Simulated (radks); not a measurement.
Results of a calculation; reference values are marked as such.
Question: The europium ion Eu+ is in [Xe] 4f7 6s1. Code: a radial shooting solver on a logarithmic mesh with Libxc functionals. Model: scalar-relativistic Kohn-Sham, PBE, spin-polarised, spherical densities, finite nucleus; Fermi nuclear charge, rms radius of each element as measured or else 0.836 A^(1/3) + 0.57 fm. Open shells are filled with parallel spins first. One electron is removed from 5s, 6s, 5p, 4f in turn, with full relaxation. Which removal costs least, and what does each cost?

Answer: 6s 11.531 eV; 4f 18.057 eV; 5p 33.708 eV; 5s 54.663 eV. The 6s electron leaves first.
